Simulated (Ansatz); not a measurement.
CH6AsNO, SMILES `N[AsH]CO`. Total charge 0; spin multiplicity 1.

```json
{"atom": "N1", "x (Å)": "-0.7599", "y (Å)": "-0.5652", "z (Å)": "1.6646"}
{"atom": "As2", "x (Å)": "-1.0755", "y (Å)": "-0.5588", "z (Å)": "-0.1563"}
{"atom": "C3", "x (Å)": "0.4449", "y (Å)": "0.5200", "z (Å)": "-0.8508"}
{"atom": "O4", "x (Å)": "1.6346", "y (Å)": "-0.2316", "z (Å)": "-0.9183"}
{"atom": "H5", "x (Å)": "-0.2813", "y (Å)": "0.2580", "z (Å)": "2.0077"}
{"atom": "H6", "x (Å)": "-0.2275", "y (Å)": "-1.3822", "z (Å)": "1.9299"}
{"atom": "H7", "x (Å)": "-2.0322", "y (Å)": "0.6314", "z (Å)": "-0.1494"}
{"atom": "H8", "x (Å)": "0.1552", "y (Å)": "0.9368", "z (Å)": "-1.8255"}
{"atom": "H9", "x (Å)": "0.6398", "y (Å)": "1.3540", "z (Å)": "-0.1739"}
{"atom": "H10", "x (Å)": "1.5018", "y (Å)": "-0.9625", "z (Å)": "-1.5281"}
```

(1) What are the harmonic wavenumbers in cm⁻¹ at PBE0-D4/def2-TZVP (Ansatz, finite differences of forces, unscaled)? (Estimate.)

(2) Is this a minimum?

(3) Give the ideal-gas thermochemistry at 298.15 K and 1 bar (rigid rotor, harmonic oscillator; point group C1, symmetry number 1).

Results:

(1) Computed: 82, 199, 215, 262, 337, 568, 586, 699, 743, 791, 827, 1012, 1085, 1154, 1277, 1381, 1467, 1590, 2180, 3006, 3111, 3541, 3643, 3851.

(2) Yes, all 24 modes are real.

(3) Zero-point energy 201.0 kJ/mol; H(298) − E = 220.2 kJ/mol; entropy 332.6 J/(mol·K), of which translation 168.9, rotation 108.9, vibration 54.8; G(298) − E = 121.1 kJ/mol. Modes under 100 cm⁻¹ are hindered rotations or soft bends, so the harmonic entropy is rough.
